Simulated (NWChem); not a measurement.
BHSF2; SMILES FB(F)S

```xyz
5

B      0.0143    -0.4728     0.0000
F      1.1569    -1.1386     0.0000
F     -1.1222    -1.1527     0.0000
S      0.0561     1.3423     0.0000
H     -1.2824     1.5091     0.0000
```
Atoms are numbered in this order, from 1.

Program: NWChem. Structure relaxed at the B3LYP/6-31G* (spherical d) level. Ions are spin-unrestricted doublets at the neutral geometry; other ion states weren't tried. Functional: LC-ωPBE (HJS hole) with def2-SVP; the question gives the range parameter ω in 1/bohr.

Problem. Estimate the computed values for range parameter (1/bohr) 0.60. Quantities: vertical ionisation energy, ΔSCF (eV); −ε(HOMO) (eV).

Solution. 
```yaml
vertical ionisation energy, ΔSCF (eV): 11.14
"−ε(HOMO) (eV)": 11.72
```
